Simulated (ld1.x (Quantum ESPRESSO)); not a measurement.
# What one change does to a pseudopotential (chlorine (Cl), TM)

Cl, norm-conserving Troullier–Martins (Kleinman–Bylander form), made with ld1.x (Quantum ESPRESSO) 7.5 (Wu–Cohen, fully relativistic). Core [Ne], reference 3s2 3p5. Waves: 3s (bound): rc 1.05 bohr; 3p (bound): rc 1.30 bohr; 3d channel at 0.1 Ry: rc 1.35 bohr. Local part: the d channel. Core correction: Bessel-smoothed model core inside 0.85 bohr.

Open shells are filled in proportion to 2j + 1 (rel_dist='average').

Change: wave 3p (bound): rc 1.30 bohr becomes 3p (bound): rc 0.90 bohr.

Cutoffs: the cutoffs (Ry, on a coarse ladder) from which the occupation-weighted sum of valence levels, in a spherical-Bessel basis at the reference potential, stays within 10 and 1 mRy of its value at 400 Ry; they do not see the model core or the augmentation charge, which bear on the density cutoff. Errors are all-electron minus pseudo energies relative to the spin-unpolarised reference configuration.

Problem. How do hardness, ghosts and transferability respond?

Solution. Of the 7 tests that both files solve, the error grows in 3 and shrinks in 0 by more than 15 % and 0.3 meV (median size 6.9 → 9.2 meV); neither file shows a bound ghost. That the errors move this way runs against the usual rule that smaller radii transfer better.

| quantity | base | changed |
| --- | --- | --- |
| cutoff, loose | 70 Ry | 230 Ry |
| cutoff, tight | 160 Ry | over 300 Ry |
| loose cutoff by channel (10 mRy a level) | s 60 Ry, p 15 Ry | s 60 Ry, p 160 Ry |
| bound ghosts | none | none |
| error for 3s2 3p4, meV [ΔE 13.85 eV] | +6.9 | +9.2 |
| error for 3s2 3p3, meV [ΔE 39.28 eV] | +45 | +51 |
| error for 3s2 3p2, meV [ΔE 77.59 eV] | +150 | +157 |
| error for 3s2 3p5.3, meV [ΔE -2.13 eV] | +0.3 | +0.1 |
| error for 3s1 3p5, meV [ΔE 26.53 eV] | +9.7 | +15 |
| error for 3s1 3p6, meV [ΔE 12.12 eV] | -0.5 | +0.4 |
| error for 3s2 3p4.5, meV [ΔE 5.57 eV] | +1.3 | +2.1 |
| s: phases at 1.51 bohr within 0.05 rad from the reference energy up to (Ry; the scan ends near 5) | 0.7 | 0.7 |
| p1/2: phases at 1.51 bohr within 0.05 rad from the reference energy up to (Ry; the scan ends near 5) | to the end of the scan | 4.3 |
| p3/2: phases at 1.51 bohr within 0.05 rad from the reference energy up to (Ry; the scan ends near 5) | to the end of the scan | 4.3 |
| d3/2: phases at 1.51 bohr within 0.05 rad from the reference energy up to (Ry; the scan ends near 5) | to the end of the scan | to the end of the scan |
| d5/2: phases at 1.51 bohr within 0.05 rad from the reference energy up to (Ry; the scan ends near 5) | to the end of the scan | to the end of the scan |
